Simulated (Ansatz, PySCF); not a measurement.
This PySCF input computes a B3LYP/def2-TZVPD energy:

```python
from pyscf import gto, scf, dft

mol = gto.M(
    atom='''
    O    -1.18193909    0.12419927    0.04166053
    C     0.00451258   -0.48234218   -0.21664706
    O     1.07859303    0.30309383    0.15369257
    H    -1.09182934    1.06589480   -0.15697551
    H     0.00945295   -1.51938819    0.11899586
    H     1.88206938   -0.07079834   -0.22496291
    ''',
    basis='def2-tzvpd',
    charge=0,
    spin=1,
    verbose=4,
)

mf = dft.UKS(mol, xc='b3lyp').density_fit(auxbasis='def2-universal-jkfit')
mf.grids.level = 3
mf.conv_tol = 1e-9
mf.max_cycle = 100
mf.max_memory = 1500
mf.kernel()
if not mf.converged:
    mf = mf.newton()
    mf.kernel(mf.make_rdm1())
for _ in range(2):
    mo, _, stable, _ = mf.stability(return_status=True)
    if stable:
        break
    mf.kernel(mf.make_rdm1(mo, mf.mo_occ))
mf.analyze()
```

**Question.** Write an input for the same energy in Ansatz (a first-principles code) and say what it gives.

**Answer.** 
Ansatz 0.2 input:
```yaml
crystal:
  periodic: [false, false, false]
  atoms:
    - {symbol: O, position_ang: [-1.18193909, 0.12419927, 0.04166053]}
    - {symbol: C, position_ang: [0.00451258, -0.48234218, -0.21664706]}
    - {symbol: O, position_ang: [1.07859303, 0.30309383, 0.15369257]}
    - {symbol: H, position_ang: [-1.09182934, 1.06589480, -0.15697551]}
    - {symbol: H, position_ang: [0.00945295, -1.51938819, 0.11899586]}
    - {symbol: H, position_ang: [1.88206938, -0.07079834, -0.22496291]}
basis:
  gaussian:
    orbitals: def2-TZVPD
hamiltonian:
  xc: {name: B3LYP}
magnetization: {spin_polarized: true, initial_magnetization: 1}
output: {forces: true}
```
It gives -190.37951 Eh, and PySCF -190.37957 Eh, a difference of 0.06 mEh, from the treatment of integrals and grids.

It need not be the lowest isomer of its formula.
